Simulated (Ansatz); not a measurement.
Reactions of C2H5ClO2 (`COC(O)Cl`).

Computed with Ansatz on PBE0-D4/def2-TZVP structures; ΔE is electronic, products minus reactants. CBS: MP2 limit from def2 TZ/QZ plus the TZ coupled-cluster correction, frozen cores. This one scheme is used for every species. Functionals use def2-TZVPP. Each species was taken in one conformer, which may not be the lowest.

| reaction | CCSD/CBS(def2) (kJ/mol) | ωB97X-V (kJ/mol) | r2SCAN-D4 (kJ/mol) |
| --- | --- | --- | --- |
| `COC(O)Cl` + `O[SiH2]S[SiH2]F` → `CO[SiH2]S[SiH2]F` + `OC(O)Cl` | 17 | 16 | 18 |
| `COC(O)Cl` + H₂S → `COC(O)S` + HCl | 5 | 8 | 9 |
| `COC(O)Cl` + `COB(O)F` → `COB(F)OC` + `OC(O)Cl` | 12 | 12 | 13 |
| `COC(O)Cl` + HCl → `OC(Cl)Cl` + CH₃OH | 28 | 31 | 27 |

(1) Give the CCSD(T)/CBS values in the same order. (Best estimate.)

Largest T1 diagnostic: 0.012, for `O[SiH2]S[SiH2]F`.

Results:

(1) Computed: 18, 5, 13, 27 kJ/mol.
